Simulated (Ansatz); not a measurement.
Geometry optimisation, RKS B3LYP/def2-SVP in Ansatz.

input.yaml

```yaml
crystal:
  periodic: [false, false, false]
  atoms:
    - { symbol: Ge, position_ang: [0.253747, -0.003393, 0.046301] }
    - { symbol: C, position_ang: [0.922121, -0.014954, 1.876972] }
    - { symbol: H, position_ang: [0.195143, -0.131584, 2.692675] }
    - { symbol: H, position_ang: [1.649105, -0.833529, 1.949499] }
    - { symbol: H, position_ang: [1.44867, 0.935621, 2.029991] }
    - { symbol: H, position_ang: [1.733376, 0.140887, -0.334572] }
    - { symbol: H, position_ang: [-0.598856, 1.219443, -0.334887] }
    - { symbol: H, position_ang: [-0.390806, -1.312491, -0.444779] }
basis:
  gaussian: { orbitals: def2-SVP }
hamiltonian:
  xc: b3lyp
relax:
  f_tol: 0.03
  max_steps: 50
output:
  orbitals: {}
```

Launched with:

```bash
$ ansatz run input.yaml --threads 1 --pin off --max-ram 2048MiB --backend cpu --events-out ev --progress --plain --runs-dir out
```

Q: Where does it end, and by what steps?

A: The forces met the threshold. After 4 steps the energy has fallen by 0.402 eV; H6 moved furthest, 0.53 Å.

```tsv
step	energy less start (eV)	largest force component (eV/Å)	accepted
0	0.0000	1.292	yes
1	-0.2500	0.492	yes
2	-0.3562	0.367	yes
3	-0.4002	0.160	yes
4	-0.4015	0.013	yes
```

```xyz
8
Properties=species:S:1:pos:R:3
Ge 0.402 0.013 0.045
C 0.933 -0.015 1.939
H 0.048 -0.129 2.583
H 1.617 -0.854 2.131
H 1.443 0.922 2.206
H 1.645 0.163 -0.860
H -0.551 1.197 -0.230
H -0.324 -1.298 -0.331
```

The run took 11 s on 1 thread of Arm Neoverse V2, on a shared host, peak memory 0.14 GiB.
